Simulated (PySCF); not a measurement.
Atom-mapped SMILES (the numbers label the heavy atoms): `[N:1]#[C:2][C:3]1=[CH:4][C@H:5]([F:6])[SiH2:7]1`. Each H is labelled by its parent atom. Ha(Si7) is cis to F6 on the ring; Hb(Si7) is trans to F6 on the ring.

Geometry: PBE0-D3(BJ)/def2-SVP; GIAO absolute shieldings from PySCF, gas phase, non-relativistic, averaged over equivalent atoms.

At B97-D/pcSseg-1 (146 basis functions, 18 s wall time on 1 thread of an Arm Neoverse V1, shared host):
```tsv
atoms	σ (ppm)
N1	-61.4
C4	10.0
C3	59.5
C2	64.6
C5	92.5
F6	388.1
Si7	369.6
H(C4)	23.86
H(C5)	25.94
Hb(Si7)	26.16
Ha(Si7)	26.42
```

Q: Estimate the result of repeating the calculation with PBE0/aug-cc-pVDZ.

A: 
| atoms | σ at PBE0/aug-cc-pVDZ | change |
| --- | --- | --- |
| N1 | -34.8 | +26.6 |
| C4 | 28.3 | +18.3 |
| C3 | 73.7 | +14.2 |
| C2 | 83.0 | +18.4 |
| C5 | 114.5 | +22.0 |
| F6 | 406.8 | +18.7 |
| Si7 | 437.7 | +68.1 |
| H(C4) | 23.51 | -0.35 |
| H(C5) | 25.91 | -0.03 |
| Hb(Si7) | 25.89 | -0.27 |
| Ha(Si7) | 26.18 | -0.24 |

The largest change is at Si7 (silicon bonded to 2 C, 2 H, in a 4-membered ring). Cost: 201 basis functions, 22 s wall time on 1 thread of an Arm Neoverse V1, shared host. The order of the carbon signals is the same at both levels.
